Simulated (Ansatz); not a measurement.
`CO[SiH](N)Cl`. The species carries charge 0 and has multiplicity 1. The structure was optimised at the PBE0-D4/def2-TZVP level. It is one conformer, not always the lowest.

```xyz
11

C    -1.905   -0.191   -0.061
O    -0.676    0.478    0.118
Si    0.783   -0.197   -0.158
N     2.066    0.842    0.204
Cl    0.948   -1.853    1.056
H    -2.016   -1.007    0.659
H    -1.996   -0.601   -1.074
H    -2.709    0.530    0.095
H     0.870   -0.638   -1.567
H     2.318    1.585   -0.427
H     2.317    1.050    1.156
```

Problem. What is the dipole moment at PBE/def2-TZVPP? (Estimate.)

Solution. The calculation gave: 1.64 D, with components (-0.28, 1.53, -0.53) D in this frame, pointing from negative to positive charge.

Problem. And with r2SCAN, B3LYP, ωB97M-V? (An estimate is asked.)

Solution. The calculation gave: r2SCAN 1.69 D, B3LYP 1.65 D, ωB97M-V 1.65 D.

Problem. Give the Mulliken charges with PBE, ωB97M-V, r2SCAN in def2-TZVPP. (An estimate is asked.)

Solution. Ansatz gave: 
```json
{"atom": "C1", "PBE": "-0.14", "ωB97M-V": "-0.18", "r2SCAN": "0.00"}
{"atom": "O2", "PBE": "-0.28", "ωB97M-V": "-0.34", "r2SCAN": "-0.36"}
{"atom": "Si3", "PBE": "0.53", "ωB97M-V": "0.57", "r2SCAN": "0.67"}
{"atom": "N4", "PBE": "-0.37", "ωB97M-V": "-0.35", "r2SCAN": "-0.44"}
{"atom": "Cl5", "PBE": "-0.25", "ωB97M-V": "-0.24", "r2SCAN": "-0.28"}
{"atom": "H6", "PBE": "0.10", "ωB97M-V": "0.12", "r2SCAN": "0.06"}
{"atom": "H7", "PBE": "0.09", "ωB97M-V": "0.11", "r2SCAN": "0.06"}
{"atom": "H8", "PBE": "0.11", "ωB97M-V": "0.13", "r2SCAN": "0.07"}
{"atom": "H9", "PBE": "-0.09", "ωB97M-V": "-0.05", "r2SCAN": "-0.10"}
{"atom": "H10", "PBE": "0.15", "ωB97M-V": "0.12", "r2SCAN": "0.16"}
{"atom": "H11", "PBE": "0.16", "ωB97M-V": "0.12", "r2SCAN": "0.16"}
```

B3LYP here is the variant with VWN-RPA as its local correlation; programs differ in this.
